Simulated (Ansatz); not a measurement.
Gas-phase electronic energies from Ansatz, PBE0-D4/def2-TZVP geometries. CBS: MP2 limit from def2 TZ/QZ plus the TZ coupled-cluster correction, frozen cores. This one scheme is used for every species. Functionals use def2-TZVPP. Each species was taken in one conformer, which may not be the lowest.

`[CH3][Al]([SiH3])[SiH3]` + `C=N` → `C=[N][Al]([SiH3])[SiH3]` + CH₄  (ligand exchange at the Al–C bond)

CCSD(T)/CBS gives -92.9 kJ/mol.

Problem. Another level gave -94.0 kJ/mol. Which?
A. RPA@PBE/def2-TZVPP
B. r2SCAN0/def2-TZVPP
C. PBE-QIDH/def2-TZVPP
D. r2SCAN/def2-TZVPP

Solution. C. PBE-QIDH -94.0, r2SCAN -102.1, RPA@PBE/def2-TZVPP -89.1, r2SCAN0 -98.1 kJ/mol.

Largest T1 diagnostic among the species: 0.016.

Leaving LDA and LC-ωPBE aside and taking each functional with its dispersion term where it has one, the values, not all of them listed here, spread over 13.3 kJ/mol, from BLYP-D4 to ωB97M-V. LDA lies −5.0 kJ/mol from PBE without D4. At CCSD(T), def2-SVP lies −8.9 kJ/mol from the extrapolated value and def2-TZVPP −0.4 kJ/mol. From PBE to PBE0 (25 % exact exchange), in def2-TZVPP and without D4, ΔE moves by +3.3 kJ/mol.
